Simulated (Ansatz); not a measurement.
ClH2In (SMILES [Cl][InH2]) moved off its minimum; all values from Ansatz (an electronic-structure program), cores frozen in correlated methods. Elements past Kr take the def2 small-core potentials, without spin–orbit coupling.
(charge 0, multiplicity 1)
```xyz
4

In     0.00865    -0.13111    -0.57890
H     -1.36657    -0.33924    -1.19757
H      1.52593    -0.47755    -0.99191
Cl    -0.00290     0.75289     1.70160
```

Forces at B3LYP/def2-TZVPP (eV/Å):

```json
[
 {"atom": "In1", "Fx": "1.748", "Fy": "0.734", "Fz": "2.292"},
 {"atom": "H2", "Fx": "-3.193", "Fy": "-0.305", "Fz": "-1.272"},
 {"atom": "H3", "Fx": "1.496", "Fy": "-0.212", "Fz": "-0.342"},
 {"atom": "Cl4", "Fx": "-0.052", "Fy": "-0.216", "Fz": "-0.678"}
]
```

Question: Give the forces (eV/Å), the total energy and the dipole at CCSD(T)/def2-TZVPPD.

Answer: 
```tsv
atom	Fx	Fy	Fz
In1	1.822	0.929	2.695
H2	-3.622	-0.401	-1.533
H3	1.853	-0.322	-0.502
Cl4	-0.053	-0.207	-0.660
```
Energy -650.2123 hartree, dipole 3.73 D.
